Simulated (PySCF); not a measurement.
C4H7O, SMILES C[CH]C(C)=O, multiplicity 2.

Geometry optimised at ωB97X-D3(BJ)/def2-SVP. The isomer is the one that the SMILES or the coordinates give; other isomers of the formula were not compared. The values are those of a single conformer.

Calculation: PBE/def2-TZVP (PySCF).

Isolated molecule, no solvent.

Computed frontier levels, dipole moment and polarisability:
```json
{
 "α spin, highest occupied and lowest empty level": "-5.55 and -0.59 eV",
 "β spin, highest occupied and lowest empty level": "-5.52 and -4.06 eV",
 "dipole_moment": "0.607 e·Å",
 "quadrupole, principal values (traceless, Buckingham form, about the centre of nuclear charge)": "-4.91, 0.21, 4.70 D·Å",
 "mean_static_polarisability": "54.6 bohr³ (8.09 Å³)",
 "polarisability_principal_values": "39.6, 55.2, 69.0 bohr³",
 "⟨S²⟩": "0.756 (pure state 0.75)"
}
```
